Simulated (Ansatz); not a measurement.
Reaction (ligand exchange at the Si–O bond): `CCBO[SiH3]` + `O[SiH2][NH][AlH2]` → `[AlH2][NH][SiH2]O[SiH3]` + `CCBO`

Gas-phase electronic energies from Ansatz, PBE0-D4/def2-TZVP geometries. CCSD(T)/CBS is the MP2 limit (def2-TZVPP, def2-QZVPP) plus CCSD(T) − MP2 in def2-TZVPP, frozen cores. One conformer a species, not always the lowest.

```tsv
species	CCSD(T)/CBS(def2) energy (Eh)
`CCBO[SiH3]`	-470.65252
`O[SiH2][NH][AlH2]`	-664.68190
`[AlH2][NH][SiH2]O[SiH3]`	-955.00198
`CCBO`	-180.34035
```

(1) Work out ΔE.

Largest T1 diagnostic among the species: 0.012.

Results:

(1) ΔE = (-955.00198) + (-180.34035) − (-470.65252) − (-664.68190) = -0.00791 Eh = -0.22 eV.

At CCSD(T), def2-SVP lies −0.07 eV from the extrapolated value and def2-TZVPP −0.01 eV. Leaving LDA and LC-ωPBE aside and taking each functional with its dispersion term where it has one, the values, not all of them listed here, spread over 0.04 eV, from BHLYP-D4 to B97M-V.
